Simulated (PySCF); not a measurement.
Compound: CH₇O₂Si₃ (doublet state).
Structure used (GFN2-xTB), in Å, numbered top down from 1:
```xyz
13
CH7O2Si3 angstrom
O     -0.0009    3.0491   -1.2073
C      0.4366    1.9637   -0.8790
Si    -0.3658    0.8455    0.4301
Si    -2.3241    0.0143   -0.3947
O      0.6594   -0.4001    0.6374
Si     1.4638   -1.7905    0.8082
H      1.2750    1.5202   -1.4618
H     -0.4627    1.5073    1.7360
H     -3.3247    0.9103   -0.9834
H     -2.3576   -1.1824   -1.2512
H      0.5406   -2.8538    0.4119
H      1.8367   -1.8761    2.2170
H      2.6194   -1.7071   -0.0809
```

The hyperfine couplings belong to this conformer and change with its torsions.

Identity: `[SiH3]O[Si@H]([SiH2])C=O` [radical].

Computed with UKS B3LYP, pcH-1 on C H O Si, non-relativistic, mean-field spin-orbit, GIAO in PySCF. Geometry: GFN2-xTB, one conformer, isolated molecule. GFN2-xTB frequencies show an imaginary mode (32i cm⁻¹), so this geometry is no minimum at that level. The geometry wasn't refined by DFT: couplings that depend on bond lengths, twists or pyramidal angles can differ widely from those at the functional's own minimum, by a factor of two or more for some ions and for spin on atoms past the first row. Stability of the SCF solution: not tested.

Task: The isotropic 29Si couplings are -267.0, +7.9 MHz. Assign them to Si3; Si4.

Result: 
```json
{"site": "Si3", "a_iso (MHz)": "+7.9", "ρ(0) (bohr⁻³)": "-0.0088", "position": "1 bond from Si4", "distance from Si4 (Å)": "2.28", "spin population": "+0.01", "largest |T| (MHz)": "5.2"}
{"site": "Si4", "a_iso (MHz)": "-267.0", "ρ(0) (bohr⁻³)": "+0.3015", "position": "largest spin population", "distance from Si4 (Å)": "0.00", "spin population": "+0.97", "largest |T| (MHz)": "175.1"}
```

Task: Match the computed a_iso(1H) values -15.7, +15.2, +9.1, +0.2 MHz (means over equivalent nuclei) with the sites H7; H8; H9/H10; H11/H12/H13.

Result: 
| site | a_iso (MHz) | ρ(0) (bohr⁻³) | position | distance from Si4 (Å) | bound to | spin population there | largest \|T\| (MHz) |
| --- | --- | --- | --- | --- | --- | --- | --- |
| H7 | +15.2 | +0.0034 | 3 bonds from Si4 | 4.04 | C2 | +0.01 | 2.8 |
| H8 | +9.1 | +0.0020 | 2 bonds from Si4 | 3.20 | Si3 | +0.01 | 3.3 |
| H9/H10 | -15.7 | -0.0035 | 1 bond from Si4 | 1.47 | Si4 | +0.97 | 10.6 |
| H11/H12/H13 | +0.2 | +0.0001 | 4 bonds from Si4 | 4.88 | Si6 | 0.00 | 1.3 |

ρ(0) is the spin density at the nucleus and T the dipolar tensor; a_iso includes a spin–orbit part; entries for several nuclei are means. The largest Mulliken spin population is on Si4 (+0.97). The angles at Si4 add up to 346.6°, so it is slightly pyramidal.

Examples of negative spin density at the nucleus (bohr⁻³): Si3 (-0.0088) and H9/H10 (-0.0035).

Class means assume fast exchange of nuclei equivalent by connectivity; if that motion is slow, each nucleus keeps its own coupling.
